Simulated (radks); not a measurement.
The numbers below are computed, except where a source is named.
Lu V, 67 electrons, occupied as [Xe] 4f13. Level of theory: Dirac Kohn-Sham, PBEsol, spin-unpolarised, spherical densities, finite nucleus; open shells fill j = l - 1/2 first; Fermi nuclear charge, rms radius 5.37 fm (a radial shooting solver on a logarithmic mesh with Libxc functionals).

Spin-orbit splittings of the eigenvalues, e(l+1/2) - e(l-1/2), with zeta = 2 splitting/(2l+1) and mean radii in bohr:

shell  occ.  splitting (eV)  zeta (eV)  <r> j=l-1/2  <r> j=l+1/2
2p        6            1117      744.5      0.06742      0.07503
3p        6           238.1      158.8       0.2021       0.2163
3d       10           52.01      20.80       0.1899       0.1943
4p        6           54.44      36.29       0.4845       0.5170
4d       10           9.971      3.988       0.5393       0.5507
4f       13           1.612     0.4605       0.6774       0.6883
5p        6           7.744      5.163        1.259        1.350
5d        0          0.7981     0.3193        1.796        1.832
6p        0               ?          ?        2.968        3.121

Estimate the 6p splitting.

Answer. 1.521 eV (zeta = 1.014 eV).
